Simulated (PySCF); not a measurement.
# BrF₅: breathing scan

Computed with PySCF, PBE0, basis Br def2-SVP, F def2-SVP (no relativity, density fitting).

Rigid scan from the singlet minimum (Br–F 1.732 Å, Br–F 1.777 Å (×4); F–Br–F 84.6° (×4), F–Br–F 89.5° (×4), F–Br–F 169.3° (×2)). Coordinate: all bonds to the central atom scaled together. Energies in kJ/mol from the minimum.

(1) Predict the curve at 0.88, 0.92, 0.96, 1.00, 1.04, 1.08, 1.14, 1.22, 1.35.

## Answers

(1) 
```csv
scale of all bonds to the centre,E (kJ/mol),dipole size (D)
0.88,467.2,0.50
0.92,180.5,0.94
0.96,39.3,1.32
1.00,0.0,1.61
1.04,30.0,1.84
1.08,105.2,2.00
1.14,265.6,2.14
1.22,512.7,2.20
1.35,896.7,2.13
```

At long bonds a restricted determinant can lie too high, and another spin state can fall below this curve.

Other isomers or separated fragments may lie lower.
